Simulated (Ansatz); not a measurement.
Ideal-gas functions of C2HBrCl2, SMILES `Cl/C=C(/Cl)Br` at 800 K and 1 bar, from an Ansatz frequency run at PBE0-D4/def2-TZVP.

Molar mass 175.84 g/mol, point group Cs (symmetry number 1), electronic degeneracy 1, moments of inertia 240.203, 339.899, 580.102 u Å². Harmonic wavenumbers (cm⁻¹, unscaled): 141, 210, 232, 385, 450, 544, 824, 871, 925, 1263, 1658, 3232.

Use S(trans) = R[1.5 ln M + 2.5 ln T − 1.1517]; rotational temperatures θ = 24.2544 K / I; S(rot) = R[ln(√π/σ · √(T³/θAθBθC)) + 1.5]; for each mode x = 1.438777 ν̃/T, S = R[x/(eˣ − 1) − ln(1 − e⁻ˣ)] and H = RT x/(eˣ − 1); 1 cm⁻¹ = 0.0119627 kJ/mol; R = 8.31446 J/(mol·K).

Problem. By hand: the entropy, in J/(mol·K).

Solution. Translation 193.8. Rotation: θ = 0.101, 0.0714, 0.0418 K, giving 134.3. Vibration, mode by mode: 19.74, 16.46, 15.64, 11.53, 10.30, 8.82, 5.77, 5.38, 4.98, 3.08, 1.76, 0.17, in all 103.6. Electronic 0.0. Sum 431.7 J/(mol·K).

Problem. By hand: H − E and G − E in kJ/mol, counted from the electronic energy.

Solution. Zero-point energy ½ × 10735 × 0.0119627 = 64.2; thermal vibration 40.7; translation, rotation and pV give 4 RT = 26.6. H − E = 131.5 kJ/mol, and G − E = 131.5 − 800 × 431.7/1000 = -213.9 kJ/mol.

Vibration gives 24 % of the entropy, 19.7 J/(mol·K) of it from the mode under 150 cm⁻¹: soft modes count most, and the harmonic formula is weakest for them.
